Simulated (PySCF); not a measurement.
First SCF of a structure search on doublet CoCl2, at a hand-made bent geometry. PySCF input:

```python
from pyscf import gto, scf, dft
mol = gto.M(atom='''
Co     0.000000     0.000000     0.000000
Cl     1.720200     0.000000     1.204500
Cl    -1.720200     0.000000     1.204500''',
    basis={'Co': 'def2-TZVP', 'Cl': 'def2-TZVP'},
    charge=0, spin=1)
mf = dft.UKS(mol, xc='PBE')
mf.grids.atom_grid = (50, 194)
aux = {'Co': 'def2-universal-JKFIT', 'Cl': 'def2-universal-JKFIT'}
mf = mf.density_fit(auxbasis=aux)
mf.conv_tol = 1e-08
mf.diis_space = 10
mf.max_cycle = 60
mf.init_guess = 'minao'
mf.verbose = 4
mf.kernel()
```

Excerpt of the output (cycles alone); where DIIS stalls, ADIIS, DIIS with a small level shift and a second-order solver take over in turn:

```
init E= -2301.84846471796
cycle= 1 E= -2284.54060234019  delta_E= 17.3  |g|= 5.51  |ddm|= 5.88
cycle= 2 E= -2217.49417352331  delta_E=   67  |g|= 14.5  |ddm|= 12.2
cycle= 3 E= -2270.19061483358  delta_E= -52.7  |g|= 10.8  |ddm|= 7.34
cycle= 4 E= -2278.50526787013  delta_E= -8.31  |g|= 9.52  |ddm|=  1.7
cycle= 5 E= -2286.81108950719  delta_E= -8.31  |g|= 8.04  |ddm|= 2.61
cycle= 6 E= -2287.25828724795  delta_E= -0.447  |g|= 7.73  |ddm|= 0.979
cycle= 7 E= -2288.97719260118  delta_E= -1.72  |g|=  7.4  |ddm|= 0.697
cycle= 8 E= -2292.63309456492  delta_E= -3.66  |g|= 6.18  |ddm|= 1.04
cycle= 9 E= -2299.81082625165  delta_E= -7.18  |g|= 3.78  |ddm|= 2.74
cycle= 10 E= -2299.05046405279  delta_E= 0.76  |g|= 3.74  |ddm|=  1.1
cycle= 11 E= -2300.48330950906  delta_E= -1.43  |g|= 3.04  |ddm|= 0.867
cycle= 12 E= -2277.37397280357  delta_E= 23.1  |g|= 5.75  |ddm|= 14.9
cycle= 13 E= -2298.47170095858  delta_E= -21.1  |g|=  3.9  |ddm|= 14.8
... 38 lines left out ...
cycle= 52 E= -2302.65597570139  delta_E= 6.38e-06  |g|= 0.00308  |ddm|= 0.00682
cycle= 53 E= -2302.65598032333  delta_E= -4.62e-06  |g|= 0.00312  |ddm|= 0.00541
cycle= 54 E= -2302.65594564809  delta_E= 3.47e-05  |g|= 0.00282  |ddm|= 0.0433
cycle= 55 E= -2302.65591715782  delta_E= 2.85e-05  |g|= 0.00362  |ddm|= 0.0333
cycle= 56 E= -2302.65588502946  delta_E= 3.21e-05  |g|= 0.00425  |ddm|= 0.0333
cycle= 57 E= -2302.65582757539  delta_E= 5.75e-05  |g|= 0.00572  |ddm|= 0.0437
cycle= 58 E= -2302.65591686389  delta_E= -8.93e-05  |g|= 0.00339  |ddm|= 0.0757
cycle= 59 E= -2302.65592969513  delta_E= -1.28e-05  |g|= 0.00338  |ddm|= 0.0155
cycle= 60 E= -2302.65592914436  delta_E= 5.51e-07  |g|= 0.00338  |ddm|= 0.000701
SCF not converged.
init E= -2301.84846471796
cycle= 1 E= -2284.54060234019  delta_E= 17.3  |g|= 5.51  |ddm|= 5.88
cycle= 2 E= -2217.49417352331  delta_E=   67  |g|= 14.5  |ddm|= 12.2
cycle= 3 E= -2293.140785034  delta_E= -75.6  |g|= 6.42  |ddm|= 9.79
cycle= 4 E= -2302.42908735502  delta_E= -9.29  |g|= 1.21  |ddm|= 2.33
cycle= 5 E= -2299.16353963231  delta_E= 3.27  |g|= 3.98  |ddm|= 1.42
cycle= 6 E= -2302.31535444852  delta_E= -3.15  |g|= 0.683  |ddm|= 1.48
cycle= 7 E= -2302.21040852663  delta_E= 0.105  |g|= 1.39  |ddm|= 1.38
cycle= 8 E= -2302.53418458782  delta_E= -0.324  |g|= 0.598  |ddm|= 0.682
cycle= 9 E= -2302.52203632589  delta_E= 0.0121  |g|= 0.423  |ddm|= 1.27
cycle= 10 E= -2302.62039555279  delta_E= -0.0984  |g|= 0.286  |ddm|= 1.27
cycle= 11 E= -2302.63569561146  delta_E= -0.0153  |g|= 0.185  |ddm|= 0.215
cycle= 12 E= -2302.63794758441  delta_E= -0.00225  |g|= 0.194  |ddm|= 0.898
cycle= 13 E= -2302.64363714582  delta_E= -0.00569  |g|= 0.109  |ddm|=  0.9
cycle= 14 E= -2302.64703647052  delta_E= -0.0034  |g|= 0.0856  |ddm|= 0.899
cycle= 15 E= -2302.6233171675  delta_E= 0.0237  |g|= 0.286  |ddm|= 0.901
cycle= 16 E= -2302.64620274389  delta_E= -0.0229  |g|= 0.108  |ddm|= 0.902
cycle= 17 E= -2302.64643656668  delta_E= -0.000234  |g|= 0.109  |ddm|= 0.0859
cycle= 18 E= -2302.64933524657  delta_E= -0.0029  |g|= 0.0107  |ddm|= 0.0481
cycle= 19 E= -2302.64849605142  delta_E= 0.000839  |g|= 0.0478  |ddm|= 0.0369
cycle= 20 E= -2302.64934495386  delta_E= -0.000849  |g|= 0.00996  |ddm|= 0.0204
SCF not converged.
init E= -2302.64934495386
cycle= 1 E= -2302.64907541608  delta_E= 0.00027  |g|= 0.0299  |ddm|= 0.0244
cycle= 2 E= -2302.64392868052  delta_E= 0.00515  |g|= 0.145  |ddm|= 0.0698
cycle= 3 E= -2302.64827828783  delta_E= -0.00435  |g|= 0.0536  |ddm|= 0.029
cycle= 4 E= -2302.649322404  delta_E= -0.00104  |g|= 0.0128  |ddm|= 0.0215
cycle= 5 E= -2302.6494021547  delta_E= -7.98e-05  |g|= 0.0011  |ddm|= 0.0079
cycle= 6 E= -2302.64940390451  delta_E= -1.75e-06  |g|= 0.00157  |ddm|= 0.00237
cycle= 7 E= -2302.64940448264  delta_E= -5.78e-07  |g|= 0.00109  |ddm|= 0.00101
cycle= 8 E= -2302.64940476925  delta_E= -2.87e-07  |g|= 0.000415  |ddm|= 0.000462
cycle= 9 E= -2302.64940482562  delta_E= -5.64e-08  |g|= 0.000122  |ddm|= 0.000206
cycle= 10 E= -2302.6494048329  delta_E= -7.28e-09  |g|= 3.58e-05  |ddm|= 9.12e-05
Extra cycle  E= -2302.6494048311  delta_E= 1.8e-09  |g|= 0.000332  |ddm|= 0.00111
converged SCF energy = -2302.6494048311  <S^2> = 1.7538472  2S+1 = 2.8311462
```

This is not the lowest solution: another start and a stability analysis within the same unrestricted form found one 26.9 kJ/mol lower, at -2302.65965 Eh.

Open d and f shells are described by one determinant, and the ground state may have another occupation or spin.

The search for the lowest solution, 2 starts and the stability check together, took 49 s on 4 threads of a shared Arm Neoverse V1 host, with 119 basis functions; the process peaked at 0.42 GiB. Launch command: `OMP_NUM_THREADS=4 python axn.py task.json out`.
